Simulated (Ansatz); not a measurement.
Start from `CC[SiH2][TeH]` and change one element to get `CC[SiH2][SeH]`.

Ansatz, PBE0-D4/def2-TZVP geometries, multiplicity 1. Each molecule was computed in one conformer, which needn't be the lowest.

Elements past krypton have def2 core potentials. Scalar relativity is left out up to krypton.

```csv
property,`CC[SiH2][TeH]`
HOMO energy (B3LYP/def2-TZVPP) / eV,-6.17
LUMO energy (PBE/def2-TZVPP) / eV,-1.27
HOMO–LUMO gap (ωB97M-V/def2-TZVPP) / eV,9.81
HOMO–LUMO gap (PBE0/def2-TZVPP) / eV,5.94
size of the dipole moment (PBE/def2-TZVPP) / D,1.45
HOMO energy (PBE/def2-TZVPP) / eV,-5.37
```

**Question.** Give the same properties after the change, and the shifts. (Estimate.)

**Answer.** Ansatz gave: 
```json
{"property": "HOMO energy (B3LYP/def2-TZVPP) / eV", "`CC[SiH2][SeH]`": "-6.68", "shift": "-0.51"}
{"property": "LUMO energy (PBE/def2-TZVPP) / eV", "`CC[SiH2][SeH]`": "-0.68", "shift": "0.59"}
{"property": "HOMO–LUMO gap (ωB97M-V/def2-TZVPP) / eV", "`CC[SiH2][SeH]`": "11.02", "shift": "1.21"}
{"property": "HOMO–LUMO gap (PBE0/def2-TZVPP) / eV", "`CC[SiH2][SeH]`": "7.12", "shift": "1.18"}
{"property": "size of the dipole moment (PBE/def2-TZVPP) / D", "`CC[SiH2][SeH]`": "1.63", "shift": "0.18"}
{"property": "HOMO energy (PBE/def2-TZVPP) / eV", "`CC[SiH2][SeH]`": "-5.78", "shift": "-0.41"}
```

With PBE0 the HOMO falls by 0.53 eV and the LUMO rises by 0.66 eV, so the gap widens by about 1.19 eV. PBE moves the HOMO by -0.41 eV and ωB97M-V by -0.62 eV. Dipoles are sizes alone; their direction can turn.

B3LYP here is the variant with VWN-RPA as its local correlation; programs differ in this.

Spin–orbit coupling is left out; it splits and shifts lone-pair levels of the heavy atoms by tenths of an eV.
